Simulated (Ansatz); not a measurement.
Wavefunction ladder for C$_{3}$H$_{9}$BO$_{2}$, SMILES `CC(C)B(O)O`

Z-matrix (Å, degrees):
```
C
C 1 1.533
H 1 1.095 2 111.0
H 1 1.092 2 111.7 3 120.4
H 1 1.094 2 110.8 3 -119.1
C 2 1.523 1 111.1 3 61.7
B 2 1.577 1 109.9 3 -65.0
H 2 1.099 1 107.0 3 -179.9
H 6 1.093 2 111.0 1 -62.7
H 6 1.094 2 111.0 1 57.0
H 6 1.092 2 111.9 1 177.6
O 7 1.369 2 119.4 1 113.4
O 7 1.371 2 117.6 1 -65.8
H 12 0.960 7 115.7 2 -179.0
H 13 0.959 7 115.8 2 178.2
```

Total charge 0; spin multiplicity 1. All single points use the PBE0-D4/def2-TZVP geometry. It is one conformer, not always the lowest. Frozen core, restricted reference, the Gaussian-basis code of Ansatz. CBS rows extrapolate triple and quadruple zeta; past MP2 they add the triple-zeta difference.

```json
{"basis": "def2-SVP", "HF (Eh)": "-293.15673", "MP2 corr.": "-0.88892", "CCSD corr.": "-0.94597", "(T)": "-0.02514", "CCSD(T) total": "-294.12784"}
{"basis": "def2-TZVPP", "HF (Eh)": "-293.49730", "MP2 corr.": "-1.10692", "CCSD corr.": "-1.15019", "(T)": "-0.04323", "CCSD(T) total": "-294.69072"}
{"basis": "def2-QZVPP", "HF (Eh)": "-293.51127", "MP2 corr.": "-1.18548", "CCSD corr.": "–", "(T)": "–", "CCSD(T) total": "–"}
{"basis": "CBS(def2)", "HF (Eh)": "-293.51319", "MP2 corr.": "-1.24368", "CCSD corr.": "-1.28694", "(T)": "as TZ", "CCSD(T) total": "-294.84336"}
```
